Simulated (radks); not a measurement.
Sr IV, 35 electrons, occupied as [Ar] 3d10 4s2 4p5. Calculated with a radial shooting solver on a logarithmic mesh with Libxc functionals: scalar-relativistic Kohn-Sham, BP86, spin-polarised, spherical densities, point nucleus; open shells are filled with parallel spins first (spin-orbit coupling, left out, can overturn this in heavy ions).

Normalised radial functions P(r) = r R(r), r in bohr:

r	3d up	3d down	4d up
0.004498	0.0001	0.0001	0.0000
0.005904	0.0002	0.0002	0.0001
0.007749	0.0005	0.0005	0.0001
0.01017	0.0011	0.0011	0.0003
0.01335	0.0023	0.0023	0.0006
0.01752	0.0048	0.0048	0.0013
0.023	0.0100	0.0100	0.0028
0.03019	0.0206	0.0206	0.0058
0.03963	0.0414	0.0414	0.0116
0.05202	0.0807	0.0807	0.0226
0.06828	0.1511	0.1511	0.0422
0.08962	0.2693	0.2694	0.0750
0.1186	0.4577	0.4580	0.1268
0.1557	0.7093	0.7097	0.1943
0.2043	1.0024	1.0029	0.2687
0.2682	1.2697	1.2703	0.3254
0.352	1.4150	1.4155	0.3278
0.462	1.3588	1.3593	0.2409
0.6064	1.1025	1.1028	0.0532
0.796	0.7371	0.7367	-0.2100
1.045	0.3929	0.3914	-0.4877
1.371	0.1585	0.1571	-0.6942
1.8	0.0447	0.0441	-0.7490
2.363	0.0079	0.0078	-0.6304
3.101	0.0008	0.0008	-0.4023
4.071	0.0000	0.0000	-0.1880
5.343	0.0000	0.0000	-0.0591
7.014	0.0000	0.0000	-0.0109

3d up: eigenvalue -158.47 eV, 0 radial nodes, <r> = 0.498 bohr, 90 % of the charge inside 0.807 bohr. 3d down: eigenvalue -158.30 eV, 0 radial nodes, <r> = 0.497 bohr, 90 % of the charge inside 0.806 bohr. 4d up (empty): eigenvalue -24.929 eV, 1 radial node at r = 0.644 bohr, <r> = 2.04 bohr, 90 % of the charge inside 3.11 bohr.
